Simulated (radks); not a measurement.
Values are calculated unless marked as measured or tabulated.
Charge is removed step by step from the 3s level of the argon ion Ar+, starting from [Ne] 3s2 3p5. Code: a radial shooting solver on a logarithmic mesh with Libxc functionals. Model: non-relativistic Kohn-Sham, TPSS, spin-unpolarised, spherical densities, point nucleus; meta-GGA in the generalised Kohn-Sham scheme.

removed (e)  E - E(0) (eV)  eigenvalue (eV)  E minus straight line (eV)
0                    0.000          -36.936                       0.000
0.1                  3.763          -38.317                      -0.638
0.2                  7.664          -39.711                      -1.138
0.3                 11.705          -41.116                      -1.498
0.4                 15.888          -42.534                      -1.716
0.5                 20.212          -43.963                      -1.793
0.6                 24.680          -45.403                      -1.725
0.7                 29.293          -46.854                      -1.514
0.8                 34.052          -48.316                      -1.156
0.9                 38.957          -49.789                      -0.652
1                   44.010          -51.271                       0.000

Removing the whole electron costs 44.010 eV by Delta-SCF, against 36.936 eV from minus the eigenvalue at the starting occupation. Slater's transition state (half an electron removed) gives 43.963 eV. Integrating minus the eigenvalue over the occupation (Janak's theorem) gives 44.010 eV. The mean slope of the eigenvalue, de/dn, is 14.3 eV per electron.
